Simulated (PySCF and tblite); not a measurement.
Results of a calculation; reference values are marked as such.
C6H5NO, numbered as in [O:1]=[CH:2][c:3]1[cH:4][cH:5][cH:6][n:7][cH:8]1.

Geometries PBE0-D3(BJ)/def2-SVP; weights from PBE0-D3(BJ)/def2-TZVP (IEF-PCM, chloroform) energies and GFN2-xTB thermal corrections, with symmetry numbers and mirror pairs. Conformers within 3 kcal/mol (GFN2-xTB free energy) were kept, 8 at most. (PySCF 2.14, tblite 0.8.)

An NOE distance is ⟨r⁻⁶⟩^(−1/6) over all pairs of like atoms and, for the average, over conformers.

Torsions listed: O1–C2–C3–C4.

```
conformer  shape  weight %
        1     0°      68.4
        2   180°      31.6
```

(1) Which H–H contacts under 3.5 Å would NOEs report (pairs on one atom left out) at 298.15 K?

(2) In a model where alignment follows shape alone (order matrix 0.001 × (3G/tr G − 1)/2, G the second moments of the atom positions; splitting J + 2D), what are the one-bond C–H dipolar couplings D?

Answers

(1) 
| pair | in 1 (Å) | in 2 (Å) | average (Å) |
| --- | --- | --- | --- |
| H5 ··· H6 | 2.50 | 2.49 | 2.50 |
| H4 ··· H5 | 2.55 | 2.53 | 2.54 |
| H2 ··· H8 | 2.41 | 3.80 | 2.56 |
| H2 ··· H4 | 3.80 | 2.42 | 2.87 |

Longer pairs under the limit may be missing.

(2) H2 -2.2 Hz (-3.0 in conformer 1), H4 -1.4 Hz (-1.5 in conformer 1), H5 -5.2 Hz (-5.1 in conformer 1), H6 -11.2 Hz (-11.2 in conformer 1), H8 -4.2 Hz (-4.1 in conformer 1).
